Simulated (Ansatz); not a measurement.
Mulliken charges of CH₆AsGaO (`[GaH2][CH2]O[AsH2]`) from r2SCAN/def2-TZVPP in Ansatz (PBE0-D4/def2-TZVP geometry).

```
atom   x (Å)   y (Å)   z (Å)  charge (e)
 Ga1   0.279   1.917  -0.525       0.277
  C2  -0.281   0.049  -0.893      -0.133
  O3   0.260  -0.373   0.370      -0.415
 As4   0.124  -2.135   0.753       0.295
  H5   1.750   2.345  -0.864      -0.074
  H6  -0.693   2.861   0.266      -0.074
  H7  -1.361  -0.126  -0.945       0.086
  H8   0.205  -0.462  -1.730       0.090
  H9  -1.203  -2.060   1.521      -0.034
 H10   0.921  -2.017   2.048      -0.018
```

**Question.** By hand: the dipole of these point charges (1 e Å = 4.8032 D).

**Answer.** Σ q r = (-0.109, -0.282, -0.239) e Å, of length 0.385 e Å = 1.85 D.

**Question.** How does the dipole of the full density compare? (Estimate.)

**Answer.** The calculation gave: (-0.135, -0.243, -0.092) e Å, 1.41 D; the point charges give 1.31 times that, at 21° from its direction.

Point charges leave out the atoms' own dipoles, such as those of lone pairs, and Mulliken's split depends on the basis, so the two needn't agree.
